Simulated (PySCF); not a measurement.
H₆O₂P₂Sn, SMILES [OH][Sn]([OH])([PH2])[PH2].

Coordinates come from a B3LYP-D3(BJ)/def2-SVP optimisation. The structure was generated by enumeration; whether it is a known compound was not checked. The def2 effective core potentials stand for the cores of Sn; spin–orbit coupling is left out. Other conformers were not sampled.

Two levels are set side by side: PBE/def2-TZVP (PySCF) and M06-2X/def2-TZVP (PySCF). Same geometry, gas phase. Differences are taken from unrounded values.

```json
[
 {"quantity": "orbital gap (eV)", "PBE": "3.92"},
 {"quantity": "highest occupied level (eV)", "PBE": "-6.31"},
 {"quantity": "lowest empty level (eV)", "PBE": "-2.39"},
 {"quantity": "dipole moment (D)", "PBE": "1.33"},
 {"quantity": "mean polarisability (bohr³)", "PBE": "110.3"}
]
```

Question: These are the PBE values. What does M06-2X give? (An estimate is asked for; the answer gives what the named calculation found.)

Answer: 
```json
[
 {"quantity": "orbital gap (eV)", "M06-2X": "7.60", "PBE minus M06-2X": "-3.67"},
 {"quantity": "highest occupied level (eV)", "M06-2X": "-8.24", "PBE minus M06-2X": "1.93"},
 {"quantity": "lowest empty level (eV)", "M06-2X": "-0.64", "PBE minus M06-2X": "-1.74"},
 {"quantity": "dipole moment (D)", "M06-2X": "1.57", "PBE minus M06-2X": "-0.23"},
 {"quantity": "mean polarisability (bohr³)", "M06-2X": "105.0", "PBE minus M06-2X": "5.2"}
]
```

PBE's occupied levels lie high since its potential decays too fast outside the molecule; exact exchange lowers them and widens the gap. PBE's more diffuse valence density responds more strongly to a field. Differences between two approximate levels are no errors against the true value.

Rough cost on one machine, each run with all the roots and properties that it gave: M06-2X against PBE about 3 times.
